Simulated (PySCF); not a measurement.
H4O4Si. Atoms are numbered in the order given.

```xyz
9

O     -1.0614    -0.9407     0.8737
Si     0.0000     0.0000     0.0000
O      0.9407    -1.0614    -0.8737
O     -0.9407     1.0614    -0.8737
O      1.0614     0.9407     0.8737
H     -0.6832    -1.7958     1.1430
H      1.7958    -0.6832    -1.1430
H     -1.7958     0.6832    -1.1430
H      0.6832     1.7958     1.1430
```

The structure is a stationary point at PBE-D3(BJ)/def2-SVP. The isomer is the one that the SMILES or the coordinates give; other isomers of the formula were not compared. One conformer was computed; it need not be the lowest.

Computed with M06-2X/def2-TZVP (PySCF).

Symmetry labels are those of the subgroup C2 that the program uses (full group S4).

Computed valence orbital energies around the gap with their symmetry:
| orbital | symmetry | energy (eV) |
|---|---|---|
| HOMO−7 | A | -13.22 |
| HOMO−6 | A | -12.76 |
| HOMO−5 | B | -12.50 |
| HOMO−4 | B | -12.50 |
| HOMO−3 | A | -11.91 |
| HOMO−2 | A | -11.71 |
| HOMO−1 | B | -11.01 |
| HOMO | B | -11.01 |
| LUMO | A | 0.91 |
| LUMO+1 | B | 2.20 |
| LUMO+2 | B | 2.20 |
| LUMO+3 | A | 2.32 |
